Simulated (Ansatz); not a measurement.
Basis sets compared for Li₇⁻. Charge -1, multiplicity 1. Geometry PBE/def2-TZVPD. Ansatz on 4 threads of Arm Neoverse V2 on a shared host; times are rough, and most runs start from earlier orbitals.

```
atom   x (Å)   y (Å)   z (Å)
 Li1  -2.412   0.519   0.099
 Li2   1.827  -0.729  -1.492
 Li3  -0.545   0.657   2.316
 Li4   2.074  -0.114   1.334
 Li5  -0.945  -0.333  -2.256
 Li6  -0.341  -1.655   0.388
 Li7   0.341   1.654  -0.389
```

B3LYP takes the VWN-RPA correlation. The restricted singlet is unstable towards broken spin symmetry in Hartree–Fock (as tested in another run); at PBE/def2-SVPD, PBE/def2-TZVPD, B3LYP/6-31G, B3LYP/def2-TZVPD and others this wasn't settled. At PBE/def2-SVPD, PBE/def2-TZVPD, B3LYP/6-31G, B3LYP/def2-TZVPD the highest occupied level of the charge -1 singlet lies above zero (up to 0.33 eV). By energy differences its removal costs 1.01 eV (vertical, to the charge 0 doublet, at PBE0/def2-TZVPD). The structure comes from a short search, and lower isomers may exist.

| level | functions | energy (Eh) | HOMO (eV) | LUMO (eV) | wall time |
| --- | --- | --- | --- | --- | --- |
| PBE/def2-SVPD | 84 | -52.4534 | 0.33 | 0.77 | 0.85 s |
| B3LYP/6-31G | 63 | -52.6681 | 0.23 | 1.43 | 0.7 s |
| PBE0/def2-SVPD | 84 | -52.4773 | -0.06 | 1.17 | 0.85 s |

Task: Estimate the rows for PBE/def2-TZVPD, B3LYP/def2-TZVPD, PBE0/def2-TZVPD.

Result: 
```tsv
level	functions	energy (Eh)	HOMO (eV)	LUMO (eV)	wall time
PBE/def2-TZVPD	119	-52.5000	0.33	0.80	0.95 s
B3LYP/def2-TZVPD	119	-52.6854	0.12	1.20	1.1 s
PBE0/def2-TZVPD	119	-52.5237	-0.06	1.21	1.8 s
```
